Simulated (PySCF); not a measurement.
The numbers below are computed, except where a source is named.
# C2H9OSi2

The system: C2H9OSi2, a small molecule (built as: Si site whose three back bonds go to OSiH3, CH3, CH3); neutral, doublet. The structure, one conformer, was relaxed in the gas phase by PBE0-D3(BJ)/def2-SVP. No frequency run checks that it is a minimum.

SMILES: C[Si](C)O[SiH3]

```xyz
14

Si    0.607    0.236    0.839
O    -0.902   -0.443    0.655
Si   -2.333   -0.903   -0.018
C     1.880   -0.935    0.098
C     0.632    1.906   -0.027
H    -3.368    0.155    0.188
H    -2.173   -1.133   -1.488
H    -2.800   -2.168    0.620
H     1.675   -1.080   -0.977
H     1.846   -1.919    0.589
H     2.898   -0.530    0.205
H    -0.128    2.583    0.390
H     1.617    2.388    0.080
H     0.425    1.778   -1.104
```
Atom numbers follow the order of the file, from 1.

EPR values by unrestricted B3LYP, IGLO-III on C O Si, pcH-1 on H.

Task: Predict g and the largest hyperfine couplings. Where does the spin sit?

Result: g = 2.0009, 2.0021, 2.0036. The spin sits on Si1 (84 %, bonded to 2 C + 1 O) by Mulliken populations.
```
atom  isotope  isotropic (MHz)  dipolar, principal values (MHz)
 Si1     29Si           -644.7               -146.0, 72.8, 73.2
  C4      13C             63.3                 -6.6, -5.8, 12.4
  C5      13C             62.5                 -6.4, -5.7, 12.2
  O2      17O            -54.7                  -16.1, 7.5, 8.7
  H9       1H             48.4                  -4.5, -0.2, 4.7
 H14       1H             48.3                  -4.5, -0.2, 4.7
```

Task: How do the isotropic couplings move with BHandHLYP?

Result: Si1 -644.7 to -676.2 MHz, C4 63.3 to 64.3 MHz, C5 62.5 to 63.6 MHz, O2 -54.7 to -56.0 MHz.
